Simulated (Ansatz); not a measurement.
Molecule: K2 (charge 0, singlet). 
Coordinates optimised at B3LYP-D3(BJ)/def2-TZVP (Ansatz, a program for electronic structure):
SMILES: [K][K]
```xyz
2

K      0.0000     0.0000    -1.9862
K      0.0000     0.0000     1.9862
```

Basis-set convergence of Hartree-Fock and MP2 correlation energies (hartree) with Ansatz. Cores are frozen in the correlated levels unless marked. No spin-orbit coupling. Frozen are the shells of the preceding noble gas and the d and f shells that filled before the atom's block. The outer core of K, Ca and their heavier congeners is not correlated, a term that matters for these elements. Non-relativistic.

The Hartree-Fock reference is unstable (checked in the largest basis), which strains HF and MP2. 

```tsv
basis	functions	E(HF)	E(corr, MP2)
def2-SVP	48	-1198.15001	-0.01378
def2-TZVPP	66	-1198.30171	-0.01497
def2-QZVPP	140	-1198.32426	-0.01658
```

Extrapolating the two largest sets (X = 3 and 4) as X^-3: E(corr) = (64·(-0.01658) - 27·(-0.01497))/37 = -0.0178 Eh, an estimate of the basis-set limit. The largest set recovers 93.4 % of it, the smallest 77.6 %.
